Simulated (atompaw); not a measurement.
**Logarithmic derivatives: lanthanum (La), PAW (atompaw)**

```
Element                 : La (Z = 57)
Generator               : atompaw 4.2.0.5
Type                    : PAW
Functional              : PBE
Relativity              : scalar-relativistic
Frozen core             : [Kr]
Valence charge          : 21
Reference configuration : 4d10 4f0 5s2 5p6 5d0 6s0 6p0 (charge +3)
Partial waves           : 5s (bound): rc 2.05 bohr; 6s (bound, empty): rc 2.65 bohr; 5p (bound): rc 2.50 bohr; 6p (bound, empty): rc 2.65 bohr; 4d (bound): rc 1.35 bohr; 5d (bound, empty): rc 1.20 bohr; 4f (bound, empty): rc 1.10 bohr; 4f channel at -0.5 Ry: rc 1.10 bohr
Local potential         : vpsmatchnc scheme with l = 4 at 0 Ry, radius 1.75 bohr
Core correction         : smooth core density matched at 1.35 bohr
Augmentation charge     : sinc compensation charge, radius 1.95 bohr; PAW radius 2.65 bohr; waves and projectors: custom polynom2 7 10 vanderbiltortho
```

The phase is arctan(r·u′/u) with u = r·R(r), unwrapped; energies in Ry, scanned from -11 to 5 Ry. A pole is an energy at which the radial function vanishes at the test radius. The pseudo phase is shifted by a multiple of π to meet the all-electron one at the reference energy, and phase errors are pseudo minus all-electron; the curves can meet again beyond the range given. Levels narrower than the energy grid can be missing from the lists of poles. n/a: not evaluated, since a narrow level or a reset projector energy made the automatic matching unsafe.

| channel | radius (bohr) | reference energy (Ry) | poles, all-electron | poles, pseudo | unbroken range about the reference energy with phases within 0.05 rad | phase error 1 Ry above the reference energy (rad) |
| --- | --- | --- | --- | --- | --- | --- |
| s | 2.66 | -1.49 | -4.28, 3.14 | -9.01, -4.28, 1.14 | -8.6 to -0.8 | -0.124 |
| p | 2.66 | -1.17 | -2.80, 4.64 | -4.21, -2.79, 3.51 | -3.6 to 0.4 | -0.002 |
| d | 2.66 | -1.72 | -0.46 | -0.46 | n/a | n/a |
| f | 2.66 | -2.01 | -1.91, 2.59 | -1.91, 2.60 | the whole range | +0.000 |

Note: ghost states, extra bound levels that the all-electron valence spectrum of the same l lacks: s at -123.8 eV, p at -57.6 eV. A true bound ghost makes a file unfit for plane-wave use.

Phases in the f channel:

```csv
E (Ry),all-electron,pseudo
-11.00,1.452,1.452
-10.52,1.448,1.448
-10.04,1.445,1.445
-9.56,1.442,1.442
-9.08,1.438,1.438
-8.60,1.434,1.434
-8.12,1.429,1.429
-7.64,1.424,1.424
-7.16,1.418,1.418
-6.68,1.412,1.412
-6.20,1.404,1.404
-5.72,1.396,1.396
-5.24,1.386,1.386
-4.76,1.374,1.374
-4.28,1.359,1.359
-3.80,1.339,1.339
-3.32,1.311,1.311
-2.84,1.264,1.264
-2.36,1.125,1.125
-1.88,-1.613,-1.613
-1.40,-1.856,-1.856
-0.92,-1.990,-1.990
-0.44,-2.219,-2.219
0.04,-2.841,-2.840
0.52,-3.902,-3.902
1.00,-4.362,-4.362
1.48,-4.539,-4.539
1.96,-4.633,-4.633
2.44,-4.696,-4.695
2.92,-4.745,-4.744
3.40,-4.790,-4.789
3.88,-4.839,-4.837
4.36,-4.901,-4.897
4.84,-4.998,-4.990
```
